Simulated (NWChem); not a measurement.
C3H2F2O2; SMILES C1=COC(F)(O1)F

```xyz
9

F     -1.0683     0.0000     1.3458
C      0.0000     0.0000     0.5493
F      1.0683     0.0000     1.3458
O      0.0000    -1.1127    -0.2557
C      0.0000    -0.6655    -1.5550
C      0.0000     0.6655    -1.5550
O      0.0000     1.1127    -0.2557
H      0.0000    -1.4116    -2.3430
H      0.0000     1.4116    -2.3430
```
Atoms are numbered in this order, from 1.

Program: NWChem. Pople sets run with spherical d functions. STO-3G and 3-21G are far too small for this property and stand as cheap habits. The geometry was optimised at PBE0/def2-SVP. Field at 589 nm.

### Question
Among these, which level gives the highest value of “anisotropy (bohr³)”?
A) B3LYP/STO-3G
B) B3LYP/def2-SVP
C) B3LYP/6-31G*

### Answer
C, B3LYP/6-31G*. Values: B3LYP/def2-SVP 14.9; B3LYP/STO-3G 16.3; B3LYP/6-31G* 17.3
